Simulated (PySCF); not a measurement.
MoO2(OH), doublet: molecular constants

Method: PySCF, UPBE0, basis Mo def2-TZVP with ECP28, O def2-TZVP, H def2-TZVP (scalar-relativistic core potentials, no spin–orbit coupling, density fitting).

The structure is a minimum.

Coordinates in bohr (charge 0 multiplicity 2):
```
Mo    0.0186    0.0367   -0.2326
O     3.1340    0.0888    0.3713
O    -1.3492    2.8495    0.3145
O    -1.7057   -2.9378    0.5881
H    -3.3139   -3.2111    1.3791
```

- Point group: C1
- Bond lengths: Mo–O 1.680 Å (×2), Mo–O 1.871 Å, O–H 0.959 Å
- Bond angles: H–O–Mo 131.4°, O–Mo–O 112.1°, O–Mo–O 116.6°, O–Mo–O 119.7°
- Rotational symmetry number: 1
- Principal quadrupole moments (Buckingham, traceless) about the centre of mass: -8.75, 0.27, 8.48 D Å
- Entropy at 298.15 K and 1 bar (electronic part: spin only): 316.2 J/(mol K)
- Lowest empty level (β): -3.32 eV
- Rotational constants: 0.2527, 0.1906, 0.1149 cm⁻¹
- Zero-point energy: 49.9 kJ/mol
- Enthalpy at 298.15 K above 0 K: 15.88 kJ/mol
- Heat capacity Cp at 298.15 K: 72.7 J/(mol K)
- Atomisation energy without zero-point energy: 1999 kJ/mol
- Dipole moment: 3.40 D
- Spin squared ⟨S²⟩: 0.757
- Highest occupied level (α): -7.15 eV
- Principal polarisabilities: 38.5, 46.5, 48.8 bohr³

Harmonic modes (masses in u: Mo 97.905, O 15.995, H 1.008):
| symmetry | ω (cm⁻¹) | IR (km/mol) | μ (u) |
| --- | --- | --- | --- |
| a | 138 | 8.7 | 6.62 |
| a | 221 | 7.0 | 4.61 |
| a | 315 | 48.5 | 3.08 |
| a | 369 | 69.6 | 2.03 |
| a | 571 | 148 | 1.29 |
| a | 744 | 93.4 | 6.29 |
| a | 1016 | 273 | 18.97 |
| a | 1056 | 94.2 | 17.49 |
| a | 3910 | 232 | 1.07 |

Charges (e):
| atom | Mulliken | Löwdin | polar tensor | spin (Mulliken) | Mayer order to Mo1 |
| --- | --- | --- | --- | --- | --- |
| Mo1 | 1.52 | 0.75 | 1.93 | 1.05 | – |
| O2 | -0.57 | -0.30 | -0.72 | -0.03 | 1.94 |
| O3 | -0.57 | -0.30 | -0.71 | -0.01 | 1.95 |
| O4 | -0.74 | -0.32 | -0.84 | -0.02 | 0.90 |
| H5 | 0.36 | 0.18 | 0.34 | 0.00 | 0.02 |
Other Mayer orders above 0.3: O–H 0.86.

Mulliken populations on Mo1 (electrons outside its core potential): s 2.32, p 6.25, d 3.82, f 0.08.

Outer orbital energies (eV). α occupied: -12.09, -11.54, -11.52, -10.88, -10.01, -9.83, -9.11, -7.15; empty: -2.91, -2.24, -0.62, 0.09. β occupied: -12.42, -11.93, -11.44, -11.43, -10.62, -10.08, -9.72, -9.17; empty: -3.32, -2.52, -1.88, -0.32.

Only a few start shapes were tried, so a lower isomer may exist. Open d and f shells are described by one determinant, and the ground state may have another occupation or spin.

The final relaxation and frequency run took 4.2 min on 4 threads of a shared Arm Neoverse N1 host, with 139 basis functions and 31 gradients; the process peaked at 1.6 GiB.
